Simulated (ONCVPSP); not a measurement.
silicon (Si), ONCV: configuration errors across variants

```
Element                 : Si (Z = 14)
Generator               : ONCVPSP 4.0.1
Type                    : optimised norm-conserving Vanderbilt (ONCV)
Functional              : PBEsol
Relativity              : scalar-relativistic
Frozen core             : [He]
Valence charge          : 12
Reference configuration : 2s2 2p6 3s2 3p0.5 (charge +1.5)
Partial waves           : 2s+3s: rc 1.10 bohr, ncon 5, nbas 8, qcut 13.4 1/bohr, 2 projectors; 2p+3p: rc 1.05 bohr, ncon 3, nbas 6, qcut 11.4 1/bohr, 2 projectors
Local potential         : polynomial inside 0.70 bohr (lpopt 1, dvloc0 0 Ha)
Core correction         : Teter function, fcfact 2.75, rcfact 1.75
```

All-electron excitation energies from the reference (eV): (1) 2s2 2p6 3s2 3p2 -14.587; (2) 2s2 2p6 3s2 3p1 -6.875; (3) 2s2 2p6 3s2 3p0 9.089; (4) 2s2 2p5 3s2 3p2 95.304.

Errors AE − PS in meV (a dash: test not solved or not reliable):

```json
{"change": "base", "(1)": "+1.7", "(2)": "+0.5", "(3)": "+0.2", "(4)": "+969", "bound ghosts": "none", "GHOST(+) flags above zero": "none"}
{"change": "p: rc 0.92", "(1)": "+1.3", "(2)": "+0.3", "(3)": "+0.3", "(4)": "+697", "bound ghosts": "none", "GHOST(+) flags above zero": "none"}
{"change": "p: rc 1.04", "(1)": "+1.7", "(2)": "+0.5", "(3)": "+0.2", "(4)": "+958", "bound ghosts": "none", "GHOST(+) flags above zero": "none"}
{"change": "p: rc 1.22", "(1)": "+1.9", "(2)": "+0.6", "(3)": "0.0", "(4)": "+1336", "bound ghosts": "none", "GHOST(+) flags above zero": "none"}
{"change": "p: rc 1.36", "(1)": "+1.8", "(2)": "+0.5", "(3)": "-0.1", "(4)": "+1638", "bound ghosts": "none", "GHOST(+) flags above zero": "none"}
{"change": "p: rc 1.52", "(1)": "+1.5", "(2)": "+0.4", "(3)": "-0.2", "(4)": "+2229", "bound ghosts": "none", "GHOST(+) flags above zero": "none"}
```

(1) Give the same row for: p: rc 0.76.

Results:

(1) +1.0, +0.2, +0.3, +397; bound ghosts: none; GHOST(+) flags above zero: none.
